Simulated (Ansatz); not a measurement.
Input for Ansatz (a program for electronic structure): U-B2PLYP/def2-TZVPP on NaC-, 2S+1 = 3, a spin state set in the input, which need not be the lowest, a point of a bond scan (R = 2.383 Å). Charge -1.

Ansatz 0.2 input:
```yaml
crystal:
  periodic: [false, false, false]
  atoms:
    - {symbol: C, position_ang: [0.00000000, 0.00000000, 0.00000000]}
    - {symbol: Na, position_ang: [0.00000000, 0.00000000, 2.38259500]}
basis:
  gaussian:
    orbitals: def2-TZVPP
    pivot_positions_ang: [[0.00000000, 0.00000000, 0.00000000], [0.00000000, 0.00000000, 2.38259500]]
hamiltonian:
  xc: {name: B2PLYP}
total_charge: -1
magnetization: {spin_polarized: true, initial_magnetization: 2}
correlation: {electrons: valence}
output: {orbitals: {seedname: ./end}}
```

**Question.** Predict the final total energy.

**Answer.** -200.1239 hartree. Its determinant has ⟨S²⟩ = 2.94, a mixture of spin states.

**Question.** How many basis functions does it have, and what does it roughly cost on one machine?

**Answer.** 63 functions; roughly 10 core-seconds.
